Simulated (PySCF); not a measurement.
Gas-phase reaction: InH3 + NH3 + 3 HCl → InCl3.NH3 + 3 H2

Method: PySCF energies plus ideal-gas RRHO corrections (1 bar). † marks an energy on the PBE0/def2-TZVP geometry and frequencies; other levels use their own. MP2 and CCSD(T) freeze the core. All species are closed-shell singlets. In: scalar-relativistic def2 core potential, no spin-orbit coupling. Adducts (InCl3.NH3) have no counterpoise correction, and HF, PBE, BLYP, B3LYP and PBE0 lack dispersion. InH3, InCl3.NH3: computed as isolated molecules; such fragments, hydroxides, amides, oligomers or adducts are transient or little studied in the gas. MP2 isn't extrapolated to the basis-set limit. CCSD(T) isn't extrapolated to the basis-set limit.

PBE0/def2-TZVP gives ΔH°(298 K) = -397 kJ.

**Question.** What do M06-2X/def2-TZVP†, MP2/def2-SVP†, CCSD(T)/def2-SVP† give?

**Answer.** M06-2X/def2-TZVP†: -476 kJ; MP2/def2-SVP†: -447 kJ; CCSD(T)/def2-SVP†: -417 kJ. For scale, ΔH°(298 K) is -397 kJ at this level, -415 kJ at ωB97M-V/def2-TZVP†, and runs from -476 to -378 kJ over the 16 levels computed († marks an energy on the PBE0/def2-TZVP geometry).
